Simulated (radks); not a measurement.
Fractional charge and spin in the 4s shell of calcium: the spin-up occupation runs from 0 to 1 and the spin-down occupation from 0 to 1; the fullest corner is Ca, [Ar] 4s(up 1, down 1). All-electron calculation, non-relativistic Kohn-Sham, BLYP, spin-polarised, spherical densities, point nucleus. Program: a radial shooting solver on a logarithmic mesh with Libxc functionals. Energy (eV) minus the two flat planes that join the four corners (they meet along the diagonal where the two added fractions sum to one electron); zero is where a piecewise linear energy would lie.

| down \ up | 0 | 0.25 | 0.5 | 0.75 | 1 |
|---|---|---|---|---|---|
| 0 | 0.000 | -0.533 | -0.710 | -0.531 | 0.000 |
| 0.25 | -0.533 | -0.675 | -0.454 | 0.116 | -0.474 |
| 0.5 | -0.710 | -0.454 | 0.152 | -0.403 | -0.627 |
| 0.75 | -0.531 | 0.116 | -0.403 | -0.593 | -0.465 |
| 1 | 0.000 | -0.474 | -0.627 | -0.465 | 0.000 |

Corners above the fullest one (they belong to Ca+ and the next ion): (up 1, down 0) 6.052 eV, (up 0, down 1) 6.052 eV, (up 0, down 0) 18.114 eV. With half an added electron in each spin the energy lies 0.152 eV from the planes (fractional-spin error, the static-correlation error of a stretched bond), and with half an added electron in spin up alone -0.710 eV (fractional-charge error). For a frontier s shell over closed shells the exact functional lies on the planes.
